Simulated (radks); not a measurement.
Valence configurations of the neodymium ion Nd3+ (all share [Xe]). All-electron calculation, scalar-relativistic Kohn-Sham, PBE, spin-polarised, spherical densities, point nucleus; open shells are filled with parallel spins first (spin-orbit coupling, left out, can overturn this in heavy ions). Program: a radial shooting solver on a logarithmic mesh with Libxc functionals. Energies are relative to 4f3; eigenvalues in eV for spin up.

valence,E (eV),moment (Bohr magnetons),e(4f),e(5d),e(6p),e(6s)
4f3,0.000,3,-31.693,-,-,-
4f2.5 6s0.5,5.930,3,-36.403,-,-,-22.829
4f2.5 6p0.5,8.401,3,-36.909,-,-18.173,-
4f2 5d1,9.610,3,-38.324,-26.419,-,-
4f2 6s1,13.659,3,-41.385,-,-,-24.111
4f2 6p1,18.821,3,-42.389,-,-19.503,-
4f1 5d1 6p1,34.779,3,-49.772,-31.209,-20.086,-
4f1 6s2,35.917,1,-52.060,-,-,-25.829
4f1 6s1 6p1,40.675,3,-53.027,-,-21.374,-27.019
5d1 6s2,58.774,1,-,-34.356,-,-26.667

NIST lists [Xe] 4f3 as the ground configuration; this level of theory agrees among the configurations tried. The energies are those of spherical high-spin densities, not of single terms.
